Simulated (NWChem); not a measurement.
System: CH₃ClF₂Si; SMILES FC(F)[SiH2]Cl

NWChem input:

```
start job
memory heap 200 mb stack 900 mb global 1100 mb
geometry units angstroms noautosym nocenter noautoz
  F      1.388144     1.332434    -0.239199
  C      0.196751     1.154774     0.380498
  F     -0.578875     2.246790     0.136757
  Si    -0.713009    -0.367940    -0.350898
  Cl     0.381419    -2.059426     0.095820
  H      0.381368     1.101872     1.469755
  H     -0.804759    -0.197072    -1.823464
  H     -2.055770    -0.470420     0.279438
end
basis spherical
  * library def2-svpd
end
dft
  xc pbe0
  iterations 150
end
property
  response 1 0.0
end
task dft property
```

Coordinates come from a PBE0/def2-SVP optimisation.

Static field.

Question: What results follow from this input? (PBE0/def2-SVPD.) Quantities: isotropic polarisability (bohr³); anisotropy (bohr³).

Answer: 
| Item | Result |
|---|---|
| isotropic polarisability (bohr³) | 54.8 |
| anisotropy (bohr³) | 12.1 |
